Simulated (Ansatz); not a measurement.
**A barrier at the coupled-cluster level**

Start structure (Si2H6ClF, singlet), relaxed at PBE0-D4/def2-TZVP:

```
10
angstrom
Si -0.3054 -0.0976 -0.2318
Cl 0.9820 1.4139 -0.8798
H -0.2706 -1.1583 -1.2666
H -1.6611 0.4980 -0.1659
Si 0.4635 -0.8350 1.8491
H -0.2076 1.6423 -2.7586
F -0.8656 1.5126 -3.4014
H 0.4584 0.3002 2.8067
H -0.4368 -1.9103 2.3436
H 1.8432 -1.3660 1.7049
```

The step: Si₂H₅Cl ([SiH3][SiH2][Cl]) + HF → Si₂H₅F ([F][SiH2][SiH3]) + HCl; bonds formed: Si1–F7, Cl2–H6; bonds broken: Si1–Cl2, H6–F7. Computed with Ansatz 0.2.0 (basis: def2-TZVPP and def2-QZVPP); correlated methods freeze the cores. Extrapolation: Hartree–Fock as exp(−7.88 √X), correlation as X^−2.97. Energies below are by CCSD(T) at an estimated basis limit (MP2 extrapolated from triple and quadruple zeta, plus CCSD(T) − MP2 in triple zeta).

Q: What are the electronic barrier and the energy of the step, from the start structure to the end structure? (To be estimated.)

A: By the calculation: Barrier 126.2 kJ/mol; step energy -26.6 kJ/mol (downhill); reverse barrier, their difference, 152.8 kJ/mol. Barrier and step energy count from the start structure, the reverse barrier from the end structure.

The saddle point: One imaginary mode of 295i cm⁻¹.
```tsv
pair	start (Å)	saddle (Å)	end (Å)
Si1–F7	3.60	1.99	1.62
Cl2–H6	2.24	1.72	1.29
Si1–Cl2	2.09	2.43	4.18
H6–F7	0.93	1.02	2.00
```

Zero-point energy (harmonic, PBE0-D4): ZPE is 143.2 kJ/mol at the start and 141.5 kJ/mol at the saddle, so the barrier goes from 126.2 to 124.5 kJ/mol.

No T1 diagnostic of these runs exceeds 0.013.

Labels in which every atom is bracketed show which atoms are joined, not bond orders.

For scale, one of the runs: CCSD(T)/def2-TZVPP, 241 basis functions (an equivalent command: `ansatz run in.yaml --threads 4`). The run took 110 s on 4 CPU threads (shared host), with 4.3 GiB of host memory at its peak.
